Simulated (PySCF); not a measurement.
**Question.** Give a PBE0-D3(BJ)/def2-SVP geometry of [MoO3(OH)]-, `[O]=[Mo-](=[O])(=[O])[OH]`. (Charge -1 and singlet state.)

**Answer.** 
```
atom  x, y, z in Å
Mo1    0.1579    0.3082    0.2848
O2     0.1389    0.2346    1.9996
O3     1.7648    0.4339   -0.3130
O4    -0.7649    1.6419   -0.2865
O5    -0.6247   -1.3305   -0.3966
H6    -0.6089   -1.3842   -1.3575
```

Any rigid rotation of these coordinates is as good. Atoms count from 1 in this order. The Mo–O distances run from 1.716 Å (Mo1–O2) to 1.940 Å (Mo1–O5), a spread of 0.224 Å. Mo1 (molybdenum bonded to 4 O) is tetrahedral (angles from 108.1° to 111.2°).

Bonds between heavy atoms (Å): Mo1–O2 1.716, Mo1–O3 1.719, Mo1–O4 1.720, Mo1–O5 1.940.

Method: PySCF, PBE0-D3(BJ)/def2-SVP geometry optimisation, gas phase, def2 core potentials past Kr.

No frequency check.
